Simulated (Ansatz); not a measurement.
Caution: the highest occupied level lies above zero, a sign of self-interaction error and of too few diffuse functions.

A geometry relaxed with B3LYP-D3(BJ)/def2-TZVPD in Ansatz (an electronic-structure program), charge -1, multiplicity 1:

```xyz
6

H     -0.9063    -0.4928    -1.2900
H     -0.7581     1.4670    -0.0403
Si    -0.3057     0.0022     0.0329
N      1.2585    -0.3761     0.4407
H      1.9782    -0.0296    -0.1881
H     -1.2668    -0.5705     1.0449
```

Question: Write the SMILES of this molecule.

Answer: `[NH-][SiH3]`
